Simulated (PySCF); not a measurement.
**Shifts of the heteroatoms**

Geometry (Å), atoms numbered from 1 in this order:
```xyz
18

C    -2.606   -1.185   -0.657
C    -1.431   -0.622   -0.374
C    -0.879    0.745   -0.351
C    -1.345    1.967   -0.095
C     0.521    0.200   -0.536
O     1.518    0.790    0.216
C     2.789    0.262   -0.032
C    -0.048   -1.183   -0.128
F     0.338   -2.277   -0.845
H    -3.484   -0.578   -0.896
H    -2.714   -2.272   -0.679
H    -0.665    2.822   -0.055
H    -2.406    2.143    0.099
H     0.784    0.157   -1.616
H     2.848   -0.815    0.215
H     3.082    0.384   -1.093
H     3.506    0.806    0.598
H     0.140   -1.368    0.945
```

Theoretical values (PySCF 2.14): PBE0-D3(BJ)/def2-SVP structure, PBE0/pcSseg-1 with gauge-including orbitals. No solvent, one computed conformer, non-relativistic Hamiltonian, fast rotation and ring inversion assumed for equivalent nuclei.

(1) Where does ¹⁹F resonate?

(2) Predict the ¹⁷O NMR data.

## Answers

(1) 
```json
{"atoms": "F9", "environment": "fluorine on an sp3 carbon", "σ (ppm)": "370.9", "δ (ppm)": "-173.7"}
```

Shieldings were converted by a linear fit to measured shifts: ¹⁹F (scatter 6.9 ppm rms, 7.7 ppm with the 5 outliers that the fit left out vs CFCl3, solution or neat liquid, with a term for F on sp3 carbon). Occasional misses reach two or three times the rms, and more in compound classes unlike the fitted ones.

On a 600 MHz spectrometer ¹⁹F resonates near 564.6 MHz, so 1 ppm is 564.6 Hz.

(2) 
```tsv
atoms	environment	σ (ppm)	δ (ppm)
O6	ether oxygen	294.0	1.9
```

Shieldings were converted by a linear fit to measured shifts: ¹⁷O: δ = 264.06 − 0.892σ (rms 13.4 ppm, 147 shifts, 14.2 ppm with the 1 outlier that the fit left out vs liquid water, solution or neat liquid). A few per cent of atoms miss by over 2 rms, more outside the fitted compound classes.

On a 500 MHz spectrometer ¹⁷O resonates near 67.8 MHz, so 1 ppm is 67.8 Hz.
